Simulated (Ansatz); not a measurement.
As, quartet; CAM-B3LYP/cc-pVDZ (Ansatz, a program for electronic structure).

Input for Ansatz:
Ansatz 0.2 input:
```yaml
crystal:
  periodic: [false, false, false]
  atoms:
    - {symbol: As, position_ang: [0.00000000, 0.00000000, 0.00000000]}
basis:
  gaussian:
    orbitals: cc-pVDZ
hamiltonian:
  xc: cam_b3lyp
magnetization: {spin_polarized: true, initial_magnetization: 3}
accuracy: high
```

Predict the main parts of the log of this Ansatz run.


```
Functional definition: CAM-B3LYP
260 factors; integrals over basis functions are off by at most 4.5e-9 eV
80 factors; integrals over basis functions are off by at most 9.1e-10 eV
mean field evaluation 1: about -60842.0199 eV, gradient 1.3e0 eV
mean field evaluation 2: about -60842.0341 eV, gradient 2.9e-1 eV
mean field evaluation 4: about -60842.0392 eV, gradient 1.0e-1 eV
mean field evaluation 8: about -60842.0392 eV, gradient 2.0e-5 eV
mean field -60842.03921116 eV, -2235.9037007948 hartree, gradient 7.9e-8 eV, S^2 3.750313; 0 other end points of the search recorded, 0 dependent functions left out
reference -60842.03922223 eV, -2235.9037012015 hartree; 18, 15 occupied and 9, 12 virtual orbitals, 260 factors
Total energy: -60842.03922223 eV, -2235.9037012015 hartree
```
